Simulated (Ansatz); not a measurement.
Geometry optimisation, RKS B3LYP-D4/def2-SVP in Ansatz.

Input:

```yaml
crystal:
  periodic: [false, false, false]
  atoms:
    - { symbol: Ta, position_ang: [-0.110065, 0.151839, 0.036811] }
    - { symbol: Cl, position_ang: [2.301252, 0.434683, 0.260299] }
    - { symbol: Cl, position_ang: [-0.239356, 0.502066, 2.341236] }
    - { symbol: Cl, position_ang: [0.288527, -0.294187, -2.221583] }
    - { symbol: F, position_ang: [-1.008266, 1.723233, -0.340855] }
    - { symbol: Cl, position_ang: [-1.621378, -1.569456, 0.15612] }
    - { symbol: F, position_ang: [1.39289, -2.465757, 0.829368] }
    - { symbol: H, position_ang: [2.221997, -2.05342, 0.891204] }
basis:
  gaussian: { orbitals: def2-SVP }
hamiltonian:
  xc: b3lyp
  dispersion: d4
relax:
  f_tol: 0.03
  max_steps: 50
```

Run as:

```bash
$ ansatz run input.yaml --threads 4 --pin off --max-ram 5120MiB --backend cpu --events-out ev --progress --plain --runs-dir out
```

Question: Where does it end, and by what steps?

Answer: The run converged. After 9 steps the energy has fallen by 0.313 eV; F7 moved furthest, 0.53 Å. Joined: Ta1–F7 (3.12 → 2.36 Å).

```tsv
step	energy less start (eV)	largest force component (eV/Å)	accepted
0	0.0000	1.069	yes
1	-0.1017	0.585	yes
2	-0.2206	0.403	yes
3	-0.2538	0.565	yes
4	-0.3004	0.285	yes
5	-0.3041	0.661	yes
6	-0.3109	0.119	yes
7	-0.3110	0.114	yes
8	-0.3098	0.108	no
9	-0.3135	0.008	yes
```

```xyz
8
Properties=species:S:1:pos:R:3
Ta 0.000 -0.038 0.112
Cl 2.323 0.525 0.307
Cl -0.160 0.262 2.431
Cl 0.432 -0.622 -2.116
F -0.799 1.574 -0.305
Cl -1.770 -1.532 0.172
F 1.155 -2.028 0.648
H 2.046 -1.711 0.703
```

Whether the end is a true minimum wasn't checked by a vibrational analysis.

The run took 31 s on 4 threads of Arm Neoverse V2 (shared host), peak memory 0.42 GiB.
